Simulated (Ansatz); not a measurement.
Input file for Ansatz (a program for electronic structure): R-B3LYP-D3(BJ)/def2-TZVP on CH10Ge2 (a complex).

Ansatz 0.2 input:
```yaml
crystal:
  periodic: [false, false, false]
  atoms:
    - {symbol: Ge, position_ang: [-0.10285462, -1.38220406, 0.75709082]}
    - {symbol: Ge, position_ang: [-0.29876337, 0.93987422, 0.35971529]}
    - {symbol: H, position_ang: [-0.27698149, -2.19776317, -0.48989952]}
    - {symbol: H, position_ang: [-1.11688945, -1.91680537, 1.72250414]}
    - {symbol: H, position_ang: [1.23145569, -1.78860110, 1.30672166]}
    - {symbol: H, position_ang: [0.98952946, 1.68809929, 0.53042267]}
    - {symbol: H, position_ang: [-1.28470249, 1.63162402, 1.25020407]}
    - {symbol: H, position_ang: [-0.74644714, 1.24854552, -1.03834273]}
    - {symbol: C, position_ang: [0.32088637, 0.35508604, 4.01965214]}
    - {symbol: H, position_ang: [-0.74460052, 0.54122447, 3.96378414]}
    - {symbol: H, position_ang: [0.51923817, -0.68505468, 3.78545855]}
    - {symbol: H, position_ang: [0.83723289, 0.99188180, 3.30939190]}
    - {symbol: H, position_ang: [0.67280261, 0.57281752, 5.01973514]}
basis:
  gaussian:
    orbitals: def2-TZVP
hamiltonian:
  xc: b3lyp
  dispersion: d3bj
relax: {f_tol: 0.004, max_steps: 120}
scf: {lower_state_search: off}
```

It printed:

```
WARN ansatz: RAYON_NUM_THREADS=1 ignored (pool sized by the plan → 1); use --threads N
Functional definition: B3LYP
these checks for a lower state are left out or cut short: stability, starts, cluster_reference, orbital_swaps, neighbouring_geometries, increment
integrals: 0.13 GiB planned
1398 factors; their error is unknown
mean field: 1.08 GiB planned
mean field evaluation 1: about -114233.0771 eV, gradient 5.7e1 eV
mean field evaluation 2: about -114231.4460 eV, gradient 5.9e1 eV
mean field evaluation 4: about -114239.3579 eV, gradient 1.1e0 eV
mean field evaluation 8: about -114239.7745 eV, gradient 3.6e-2 eV
mean field evaluation 16: about -114239.7746 eV, gradient 9.0e-6 eV
mean field -114239.77455073 eV, -4198.2342802391 hartree, gradient 9.0e-6 eV, S^2 0.000000; 0 other end points of the search recorded, 0 dependent functions left out
the calculation of the forces begins
reference -114239.77486878 eV, -4198.2342919272 hartree; 40, 40 occupied and 147, 147 virtual orbitals, 1398 factors
relax step   1: F+E_penalty+E_count = -114240.19667499 eV  Δ(F+E_penalty+E_count) = +0.000e0 eV  max|allowed force component| = 7.466e-1 eV/Å  Δτ_max = 0.0000 Å  (14 SCF iters, accepted)
these checks for a lower state are left out or cut short: stability, starts, cluster_reference, orbital_swaps, neighbouring_geometries, increment
integrals: 0.12 GiB planned
1398 factors; their error is unknown
mean field: 1.07 GiB planned
mean field -114239.95099755 eV, -4198.2407645401 hartree, gradient 1.0e-6 eV, S^2 0.000000; 0 other end points of the search recorded, 0 dependent functions left out
the calculation of the forces begins
reference -114239.95132009 eV, -4198.2407763932 hartree; 40, 40 occupied and 147, 147 virtual orbitals, 1398 factors
relax step   2: F+E_penalty+E_count = -114240.35204818 eV  Δ(F+E_penalty+E_count) = -1.554e-1 eV  max|allowed force component| = 1.374e-1 eV/Å  Δτ_max = 0.1842 Å  (18 SCF iters, accepted)
these checks for a lower state are left out or cut short: stability, starts, cluster_reference, orbital_swaps, neighbouring_geometries, increment
integrals: 0.12 GiB planned
1398 factors; their error is unknown
mean field: 1.07 GiB planned
mean field -114239.95829342 eV, -4198.2410326581 hartree, gradient 2.6e-6 eV, S^2 0.000000; 0 other end points of the search recorded, 0 dependent functions left out
the calculation of the forces begins
reference -114239.95861640 eV, -4198.2410445276 hartree; 40, 40 occupied and 147, 147 virtual orbitals, 1398 factors
relax step   3: F+E_penalty+E_count = -114240.36073325 eV  Δ(F+E_penalty+E_count) = -8.685e-3 eV  max|allowed force component| = 5.738e-2 eV/Å  Δτ_max = 0.0542 Å  (17 SCF iters, accepted)
these checks for a lower state are left out or cut short: stability, starts, cluster_reference, orbital_swaps, neighbouring_geometries, increment
integrals: 0.13 GiB planned
1398 factors; their error is unknown
mean field: 1.07 GiB planned
mean field evaluation 32: about -114239.5396 eV, gradient 4.0e-3 eV
mean field -114239.95661335 eV, -4198.2409709169 hartree, gradient 2.5e-6 eV, S^2 0.000000; 0 other end points of the search recorded, 0 dependent functions left out
the calculation of the forces begins
reference -114239.95693559 eV, -4198.2409827589 hartree; 40, 40 occupied and 147, 147 virtual orbitals, 1398 factors
relax step   4: F+E_penalty+E_count = -114240.36184816 eV  Δ(F+E_penalty+E_count) = -1.115e-3 eV  max|allowed force component| = 2.787e-2 eV/Å  Δτ_max = 0.0438 Å  (17 SCF iters, accepted)
these checks for a lower state are left out or cut short: stability, starts, cluster_reference, orbital_swaps, neighbouring_geometries, increment
integrals: 0.13 GiB planned
1398 factors; their error is unknown
mean field: 1.07 GiB planned
mean field -114239.95587069 eV, -4198.2409436246 hartree, gradient 2.4e-6 eV, S^2 0.000000; 0 other end points of the search recorded, 0 dependent functions left out
the calculation of the forces begins
reference -114239.95619281 eV, -4198.2409554622 hartree; 40, 40 occupied and 147, 147 virtual orbitals, 1398 factors
relax step   5: F+E_penalty+E_count = -114240.36218298 eV  Δ(F+E_penalty+E_count) = -3.348e-4 eV  max|allowed force component| = 3.050e-2 eV/Å  Δτ_max = 0.0477 Å  (17 SCF iters, accepted)
these checks for a lower state are left out or cut short: stability, starts, cluster_reference, orbital_swaps, neighbouring_geometries, increment
integrals: 0.13 GiB planned
1398 factors; their error is unknown
mean
[...]
15 eV, -4198.2416646264 hartree; 40, 40 occupied and 147, 147 virtual orbitals, 1398 factors
relax step  30: F+E_penalty+E_count = -114240.36845261 eV  Δ(F+E_penalty+E_count) = -2.396e-5 eV  max|allowed force component| = 7.195e-3 eV/Å  Δτ_max = 0.0170 Å  (17 SCF iters, accepted)
these checks for a lower state are left out or cut short: stability, starts, cluster_reference, orbital_swaps, neighbouring_geometries, increment
integrals: 0.12 GiB planned
1398 factors; their error is unknown
mean field: 1.07 GiB planned
mean field evaluation 224: about -114239.9753 eV, gradient 1.8e-3 eV
mean field -114239.97526591 eV, -4198.2416563858 hartree, gradient 2.3e-6 eV, S^2 0.000000; 0 other end points of the search recorded, 0 dependent functions left out
the calculation of the forces begins
reference -114239.97559284 eV, -4198.2416684001 hartree; 40, 40 occupied and 147, 147 virtual orbitals, 1398 factors
relax step  31: F+E_penalty+E_count = -114240.36846833 eV  Δ(F+E_penalty+E_count) = -1.573e-5 eV  max|allowed force component| = 1.274e-2 eV/Å  Δτ_max = 0.0180 Å  (17 SCF iters, accepted)
these checks for a lower state are left out or cut short: stability, starts, cluster_reference, orbital_swaps, neighbouring_geometries, increment
integrals: 0.12 GiB planned
1398 factors; their error is unknown
mean field: 1.07 GiB planned
mean field -114239.97524773 eV, -4198.2416557178 hartree, gradient 2.3e-6 eV, S^2 0.000000; 0 other end points of the search recorded, 0 dependent functions left out
the calculation of the forces begins
reference -114239.97557464 eV, -4198.2416677313 hartree; 40, 40 occupied and 147, 147 virtual orbitals, 1398 factors
relax step  32: F+E_penalty+E_count = -114240.36848229 eV  Δ(F+E_penalty+E_count) = -1.395e-5 eV  max|allowed force component| = 9.374e-3 eV/Å  Δτ_max = 0.0081 Å  (18 SCF iters, accepted)
these checks for a lower state are left out or cut short: stability, starts, cluster_reference, orbital_swaps, neighbouring_geometries, increment
integrals: 0.12 GiB planned
1398 factors; their error is unknown
mean field: 1.07 GiB planned
mean field -114239.97505926 eV, -4198.2416487917 hartree, gradient 2.3e-6 eV, S^2 0.000000; 0 other end points of the search recorded, 0 dependent functions left out
the calculation of the forces begins
reference -114239.97538604 eV, -4198.2416608005 hartree; 40, 40 occupied and 147, 147 virtual orbitals, 1398 factors
relax step  33: F+E_penalty+E_count = -114240.36850267 eV  Δ(F+E_penalty+E_count) = -2.038e-5 eV  max|allowed force component| = 1.615e-3 eV/Å  Δτ_max = 0.0160 Å  (18 SCF iters, accepted)
these checks for a lower state are left out or cut short: stability, starts, cluster_reference, orbital_swaps, neighbouring_geometries, increment
integrals: 0.12 GiB planned
1398 factors; their error is unknown
mean field: 1.07 GiB planned
mean field -114239.97476897 eV, -4198.2416381234 hartree, gradient 2.3e-6 eV, S^2 0.000000; 0 other end points of the search recorded, 0 dependent functions left out
the calculation of the forces begins
reference -114239.97509558 eV, -4198.2416501264 hartree; 40, 40 occupied and 147, 147 virtual orbitals, 1398 factors
relax step  34: F+E_penalty+E_count = -114240.36849771 eV  Δ(F+E_penalty+E_count) = +4.952e-6 eV  max|allowed force component| = 6.805e-3 eV/Å  Δτ_max = 0.0184 Å  (17 SCF iters, rejected (line search))
these checks for a lower state are left out or cut short: stability, starts, cluster_reference, orbital_swaps, neighbouring_geometries, increment
integrals: 0.12 GiB planned
1398 factors; their error is unknown
mean field: 1.07 GiB planned
mean field -114239.97496989 eV, -4198.2416455072 hartree, gradient 2.3e-6 eV, S^2 0.000000; 0 other end points of the search recorded, 0 dependent functions left out
the calculation of the forces begins
reference -114239.97529659 eV, -4198.2416575132 hartree; 40, 40 occupied and 147, 147 virtual orbitals, 1398 factors
relax step  35: F+E_penalty+E_count = -114240.36850781 eV  Δ(F+E_penalty+E_count) = -5.143e-6 eV  max|allowed force component| = 4.621e-3 eV/Å  Δτ_max = 0.0090 Å  (18 SCF iters, accepted)
these checks for a lower state are left out or cut short: stability, starts, cluster_reference, orbital_swaps, neighbouring_geometries, increment
integrals: 0.12 GiB planned
1398 factors; their error is unknown
mean field: 1.07 GiB planned
mean field evaluation 256: about -114239.5598 eV, gradient 2.2e-3 eV
mean field -114239.97464162 eV, -4198.2416334436 hartree, gradient 2.3e-6 eV, S^2 0.000000; 0 other end points of the search recorded, 0 dependent functions left out
the calculation of the forces begins
reference -114239.97496817 eV, -4198.2416454440 hartree; 40, 40 occupied and 147, 147 virtual orbitals, 1398 factors
relax step  36: F+E_penalty+E_count = -114240.36851675 eV  Δ(F+E_penalty+E_count) = -8.940e-6 eV  max|allowed force component| = 1.168e-2 eV/Å  Δτ_max = 0.0235 Å  (17 SCF iters, accepted)
these checks for a lower state are left out or cut short: stability, starts, cluster_reference, orbital_swaps, neighbouring_geometries, increment
integrals: 0.12 GiB planned
1398 factors; their error is unknown
mean field: 1.07 GiB planned
mean field -114239.97431354 eV, -4198.2416213868 hartree, gradient 2.3e-6 eV, S^2 0.000000; 0 other end points of the search recorded, 0 dependent functions left out
the calculation of the forces begins
reference -114239.97463987 eV, -4198.2416333793 hartree; 40, 40 occupied and 147, 147 virtual orbitals, 1398 factors
relax step  37: F+E_penalty+E_count = -114240.36844640 eV  Δ(F+E_penalty+E_count) = +7.035e-5 eV  max|allowed force component| = 3.524e-2 eV/Å  Δτ_max = 0.0137 Å  (18 SCF iters, rejected (line search))
these checks for a lower state are left out or cut short: stability, starts, cluster_reference, orbital_swaps, neighbouring_geometries, increment
integrals: 0.12 GiB planned
1398 factors; their error is unknown
mean field: 1.07 GiB planned
mean field -114239.97461026 eV, -4198.2416322911 hartree, gradient 7.2e-7 eV, S^2 0.000000; 0 other end points of the search recorded, 0 dependent functions left out
the calculation of the forces begins
reference -114239.97493677 eV, -4198.2416442901 hartree; 40, 40 occupied and 147, 147 virtual orbitals, 1398 factors
relax step  38: F+E_penalty+E_count = -114240.36852276 eV  Δ(F+E_penalty+E_count) = -6.010e-6 eV  max|allowed force component| = 1.119e-3 eV/Å  Δτ_max = 0.0027 Å  (12 SCF iters, accepted)
Total energy: -114240.36884927 eV, -4198.2561203074 hartree
Atom 0 at    -0.188224    -1.408508     0.653486 Å, force     0.000738     0.000684    -0.000429 eV/Å
Atom 1 at    -0.369858     0.989190     0.259521 Å, force    -0.000711    -0.000140     0.000152 eV/Å
Atom 2 at     0.169482    -2.131972    -0.657486 Å, force     0.000107    -0.000557    -0.000266 eV/Å
Atom 3 at    -1.525067    -1.970197     1.169540 Å, force    -0.000262     0.000394    -0.000003 eV/Å
Atom 4 at     0.904488    -1.712864     1.691038 Å, force     0.000104    -0.000159     0.000357 eV/Å
Atom 5 at     1.028623     1.617265     0.120853 Å, force    -0.000077    -0.000556     0.000116 eV/Å
Atom 6 at    -1.103134     1.682002     1.420103 Å, force    -0.000176     0.000478     0.000130 eV/Å
Atom 7 at    -1.153104     1.254903    -1.038940 Å, force     0.000171    -0.000097    -0.000062 eV/Å
Atom 8 at     0.447487     0.335249     4.175926 Å, force    -0.000939    -0.000493     0.000035 eV/Å
Atom 9 at    -0.569362     0.238642     3.798254 Å, force     0.001119     0.000041    -0.000270 eV/Å
Atom 10 at     0.859746    -0.654124     4.367252 Å, force    -0.000159     0.000408     0.000003 eV/Å
Atom 11 at     1.062433     0.847297     3.437132 Å, force    -0.000488     0.000198    -0.000137 eV/Å
Atom 12 at     0.436398     0.911841     5.099759 Å, force     0.000573    -0.000202     0.000373 eV/Å
Dipole moment:     0.005911     0.001657     0.027658 e Å
Checks for a lower state left out: stability, starts, cluster_reference, orbital_swaps, neighbouring_geometries, increment
```

Self-consistency was reached.

Cost: around 4 core-minutes (rough).
